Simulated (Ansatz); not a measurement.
Gas-phase electronic energies from Ansatz, PBE0-D4/def2-TZVP geometries. CCSD(T)/CBS is the MP2 limit (def2-TZVPP, def2-QZVPP) plus CCSD(T) − MP2 in def2-TZVPP, frozen cores. This one scheme is used for every species. Functionals use def2-TZVPP. For Ti outer-core shells are correlated without core-valence functions, which leaves a few kJ/mol of doubt a bond. Scalar relativity is left out up to krypton. Each species was taken in one conformer, which may not be the lowest.

Reaction (ligand exchange at a Ti–F bond): `[NH2][Ti]([NH2])([NH2])[F]` + NH₃ → `[NH2][Ti]([NH2])([NH2])[NH2]` + H–F

(1) Is it downhill or uphill in electronic energy at CCSD(T)/CBS, and by how much? (Estimate.)

(2) What do these levels give: r2SCANh-D4, r2SCAN0-D4, ωB97X-V, ωB97M-V, PBE, LC-ωPBE? (Estimate.)

(3) What do rigid-rotor, harmonic-oscillator terms from PBE0-D4/def2-TZVP frequencies (298.15 K, 1 bar) make of the CCSD(T)/CBS value? (Best estimate.)

Largest T1 diagnostic among the species: 0.024, so the coupled-cluster value is less sure than usual.

Answers

(1) The calculation gave: Uphill: ΔE = +1.16 eV.

(2) The calculation gave: r2SCANh-D4 1.34, r2SCAN0-D4 1.31, ωB97X-V 1.34, ωB97M-V 1.30, PBE 1.35, LC-ωPBE 1.39 eV.

(3) Computed: ΔZPE = -0.09 eV, ΔH = +1.09 eV, ΔS = 8 J/(mol·K), ΔG = +1.07 eV.

From BLYP to BHLYP (50 % exact exchange), in def2-TZVPP and without D4, ΔE moves by −0.06 eV. In def2-TZVPP, CCSD(T) changes the Hartree–Fock value by −0.16 eV (the triples alone add −0.02 eV) and MP2 by −0.20 eV. At CCSD(T), def2-SVP lies +0.27 eV from the extrapolated value and def2-TZVPP +0.05 eV.
